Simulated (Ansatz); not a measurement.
Species: C₃H₉ClS₃Si (charge 0, singlet). 
Coordinates optimised at B3LYP-D3(BJ)/def2-TZVP (Ansatz, an electronic-structure program):
SMILES: CS[Si](Cl)(SC)SC
```xyz
17

C      3.0445     0.1745     0.0691
S      1.6655     0.8067     1.1002
Si    -0.0071    -0.0186     0.0981
Cl     0.1408     0.3694    -1.9479
S     -0.0572    -2.1103     0.4226
C     -1.3438    -2.6251    -0.7790
S     -1.7806     0.8518     0.8596
C     -1.6623     2.5512     0.1795
H      2.9794     0.5763    -0.9387
H      3.0359    -0.9122     0.0426
H      3.9609     0.5193     0.5432
H     -1.4688    -3.6980    -0.6490
H     -2.2849    -2.1220    -0.5715
H     -1.0200    -2.4141    -1.7948
H     -1.6962     2.5280    -0.9066
H     -0.7501     3.0364     0.5176
H     -2.5251     3.0921     0.5622
```

Dipole moments at this geometry, in debye (magnitudes).

| level | program | dipole (D) |
|---|---|---|
| SVWN5/def2-TZVPD | Ansatz | 1.31 |
| PBE/def2-TZVPD | Ansatz | 1.29 |
| BLYP/def2-TZVPD | Ansatz | 1.23 |
| B97M-V/def2-TZVPD | Ansatz | 1.32 |
| B3LYP/def2-TZVPD | Ansatz | 1.30 |
| PBE0/def2-TZVPD | Ansatz | ___ |
| BHLYP/def2-TZVPD | Ansatz | 1.38 |
| r2SCANh/def2-TZVPD | Ansatz | 1.41 |
| r2SCAN0/def2-TZVPD | Ansatz | 1.43 |
| HSE06/def2-TZVPD | Ansatz | 1.36 |
| CAM-B3LYP/def2-TZVPD | Ansatz | 1.36 |
| wB97M-V/def2-TZVPD | Ansatz | 1.33 |
| CCSD(T)/aug-cc-pV(D+d)Z | Ansatz | ___ |

### Question
Complete the blanks.

### Answer

- PBE0/def2-TZVPD, dipole (D): 1.36
- CCSD(T)/aug-cc-pV(D+d)Z, dipole (D): 1.33
